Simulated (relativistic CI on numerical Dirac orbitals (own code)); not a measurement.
**Ligand-field terms of d6**

Computed with a parametric ligand-field model of a d^n configuration (Racah B and C, spin-orbit zeta, crystal field), exact diagonalisation.

Field parameters in Wybourne normalisation: Oh B⁴₀ = 21Dq, B⁴₄ = √(5/14) B⁴₀. The field is a parameter set, without covalency, and values of 10Dq over about 45,000 cm⁻¹ lie beyond real compounds.

B = 1020 cm⁻¹, C = 4150 cm⁻¹ (C/B = 4.07), Oh, no spin-orbit coupling. Tanabe-Sugano data, E/B above the lowest term (Δ = |10Dq|; b, c mark the second and third term of a kind):

```csv
Δ/B,5T2,5E,3T1,3T2,3T1(b),1A1,1T1,1T2
1.0,0.00,1.00,20.02,20.33,20.96,29.54,29.98,30.40
3.0,0.00,3.00,18.86,20.08,21.27,26.48,28.43,30.26
5.0,0.00,5.00,17.30,19.48,21.29,23.02,26.68,30.05
7.0,0.00,7.00,15.58,18.58,21.30,19.41,24.86,29.74
9.0,0.00,9.00,13.80,17.46,21.31,15.72,23.00,29.31
11.0,0.00,11.00,11.98,16.17,21.32,11.98,21.12,28.72
13.0,0.00,13.00,10.14,14.75,21.33,8.20,19.22,27.94
15.0,0.00,15.00,8.27,13.24,21.33,4.39,17.31,26.96
17.0,0.00,17.00,6.39,11.65,21.34,0.55,15.38,25.79
19.0,3.30,22.30,7.79,13.30,24.64,0.00,16.74,27.76
21.0,7.16,28.16,9.75,15.48,28.52,0.00,18.67,30.19
23.0,11.04,34.04,11.71,17.62,32.40,0.00,20.60,32.53
25.0,14.93,39.93,13.68,19.75,36.30,0.00,22.54,34.81
27.0,18.83,45.83,15.65,21.86,40.20,0.00,24.48,37.04
29.0,22.74,51.74,17.62,23.95,44.11,0.00,26.43,39.24
31.0,26.66,57.66,19.59,26.04,48.03,0.00,28.38,41.41
33.0,30.58,63.58,21.57,28.11,51.95,0.00,30.33,43.55
35.0,34.51,69.51,23.54,30.17,55.88,0.00,32.29,45.67
37.0,38.44,75.44,25.52,32.23,59.82,0.00,34.25,47.78
39.0,42.38,81.38,27.50,34.28,63.76,0.00,36.21,49.88
41.0,46.32,87.32,29.48,36.32,67.70,0.00,38.17,51.96
43.0,50.26,93.26,31.47,38.36,71.65,0.00,40.14,54.03
45.0,54.21,99.21,33.45,40.40,75.60,0.00,42.10,56.10
47.0,58.16,105.16,35.43,42.43,79.55,0.00,44.07,58.16
```

The ground term changes from 5T2 to 1A1 between Δ/B = 17.0 and 19.0.
